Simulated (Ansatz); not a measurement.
Basis-set extrapolation for CH$_{9}$ClN$_{2}$Si$_{2}$, SMILES `N[SiH2]C[SiH](N)Cl` (PBE0-D4/def2-TZVP geometry, frozen core, the Gaussian-basis code of Ansatz). Multiplicity 1, RHF reference.

|  | def2-TZVPP | def2-QZVPP |
| --- | --- | --- |
| HF | -1189.617237 | -1189.655794 |
| MP2 correlation | -1.042867 | -1.123842 |
| CCSD(T) correlation | -1.153080 | not run |

Energies in hartree. Use E(X) = E(∞) + A·exp(−7.88·√X) for Hartree–Fock and E(X) = E(∞) + B·X^(−2.97) for correlation, with X = 3 and 4, and add CCSD(T) minus MP2 of the smaller set to the MP2 limit.

**Question.** What is the CCSD(T) energy at the basis-set limit?

**Answer.** HF limit: -1189.655794 + (-0.038557) × 0.13774 = -1189.66110. MP2 limit: -1.123842 + (-0.080975) × 0.74074 = -1.18382. Higher-order term: -1.153080 − (-1.042867) = -0.11021. Total: -1190.95513 hartree, 485.2 kJ/mol below CCSD(T)/def2-TZVPP.
